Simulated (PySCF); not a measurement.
## Bond length, frequency and bond energy of SnF by level of theory

State: ²Π (doublet), unpaired electrons π ↑. Set-up: Sn def2-SVPD with ECP28, F def2-SVPD; scalar-relativistic core potentials (PySCF 2.14). De refers to Sn + F in their high-spin ground configurations, without counterpoise correction. The functionals are run spin-unrestricted. A positive dipole means Sn(−)F(+).

```csv
Level,Re (Å),ωe (cm⁻¹),De (eV),μ (D),"CPU s a point (SCF and correlation, without the integrals)"
UHF,1.965,587,3.06,-3.12,0.14
UHF-MP2,1.994,560,5.06,n/a,0.24
UHF-SCS-MP2,1.995,557,4.90,n/a,n/a
UHF-CCSD,1.989,565,4.64,n/a,n/a
UHF-CCSD(T),1.994,558,4.76,n/a,8.6
PBE,2.013,534,5.23,-2.96,0.4
revPBE,2.024,523,4.99,-3.01,0.28
r²SCAN,1.987,562,4.98,-2.86,0.56
B3LYP,2.001,548,4.97,-3.14,0.53
PBE0,1.987,562,4.83,-3.02,0.73
HSE06,1.988,562,4.86,-3.02,0.72
B2PLYP,1.997,552,4.97,-3.29,0.45
```

Problem. Which functional lies closest to UHF-CCSD(T) in De, which farthest, and by how much do they differ from it?

Solution. Closest is PBE0 (-0.7 pm in Re, +0.7 % in ωe, +0.07 eV in De against UHF-CCSD(T) in the same basis), farthest PBE (+1.9 pm in Re, -4.3 % in ωe, +0.47 eV in De). CCSD(T) converges more slowly with the basis than the functionals do and binds too weakly in this one, so the order can change at the basis-set limit.

Problem. What does second-order correlation do here, going from UHF to UHF-MP2?

Solution. UHF-MP2 less UHF: +2.9 pm in Re, -4.6 % in ωe, +2.00 eV in De. Correlation nearly always deepens the well. The bond lengthens, as in strong covalent bonds, where excitations into antibonding orbitals dominate.

Problem. What does the triples do here, going from UHF-CCSD to UHF-CCSD(T)?

Solution. UHF-CCSD(T) less UHF-CCSD: +0.5 pm in Re, -1.2 % in ωe, +0.12 eV in De. Correlation nearly always deepens the well. The bond lengthens, as in strong covalent bonds, where excitations into antibonding orbitals dominate.

Correlated steps freeze 5 core orbitals. Correlated levels converge slowly with the basis: in double zeta they bind strong bonds too weakly, by up to about 1 eV, and carry superposition errors of some tenths. Spin–orbit coupling is left out, which matters for elements this heavy, above all for dissociation energies. B2PLYP dipoles, levels and charges come from its SCF part alone. The state is the lowest determinant that a PBE0 search found; another state may lie lower at other levels.

The whole job (state search and all levels along the bond) took about 2.1 min on 1 thread of Intel Xeon Platinum 8488C (shared host), peak memory 0.68 GiB.
